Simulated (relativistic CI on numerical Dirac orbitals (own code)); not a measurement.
# Ta4+: resonant inelastic scattering at the N6,7 edge

Computed with this model: Dirac-Coulomb-Breit CI, KLI orbitals optimised for each configuration, a model potential for QED, valence Slater integrals scaled by 0.9, Kramers-Heisenberg scattering through one core-hole configuration in a parametric crystal field; configurations [Xe] 4f14 5d → [Xe] 4f13 5d2; 300 K; core-hole width 0.45 eV; summed over polarisations. Incident energies are the highest absorption maxima for each field (at most a few, so the weaker spin-orbit partner edge can be absent), on the computed scale of the free ion. Intensities are in per cent of the strongest line above 0.02 eV; levels within 1 cm⁻¹ are merged; final levels count from the ground level, the first row holds all elastic scattering, lines under 0.4 are left out and each table stops after 24 rows. The scale of the Slater integrals is a model choice and moves the terms in proportion.

Field parameters in Wybourne normalisation: D4h B²₀ = −7Ds, B⁴₀ = 21(Dq − Dt), B⁴₄ = 21√(5/14) Dq. The field is a parameter set, without covalency, and values of 10Dq over about 45,000 cm⁻¹ lie beyond real compounds.

S is read from ⟨S²⟩ = S(S + 1).

D4h, 10Dq = 58950, Ds = 1510, Dt = 760 cm⁻¹:

| Final level (eV) | Degeneracy | Irrep | S | 24.9 eV | 31.6 eV | 32.3 eV |
| --- | --- | --- | --- | --- | --- | --- |
| 0.000 | 2 | Γ6 | 0.50 | 1017.0 | 688.8 | 652.7 |
| 0.059 | 2 | Γ7 | 0.50 | 100.0 | 12.9 | 32.3 |
| 0.494 | 2 | Γ7 | 0.50 | 93.5 | 43.9 | 26.5 |
| 6.366 | 2 | Γ6 | 0.50 | 1.5 | 84.4 | 79.5 |
| 7.583 | 2 | Γ7 | 0.50 | 0.5 | 27.4 | 78.3 |

D4h, 10Dq = 52300, Ds = 1420, Dt = -610 cm⁻¹:

```
Final level (eV)  Degeneracy  Irrep     S  25.1 eV  31.6 eV  32.5 eV
           0.000           2     Γ6  0.50    355.7    617.3    390.9
           0.248           2     Γ7  0.50     60.8     34.3     14.0
           1.115           2     Γ7  0.50     24.6      4.7     31.0
           7.247           2     Γ6  0.50      0.8     33.7    100.0
           7.573           2     Γ7  0.50      0.3     14.1     22.4
```

For the first field the strongest loss at the lowest incident energy is the level at 0.06 eV (S = 0.50, against 0.50 in the thermal ground state).
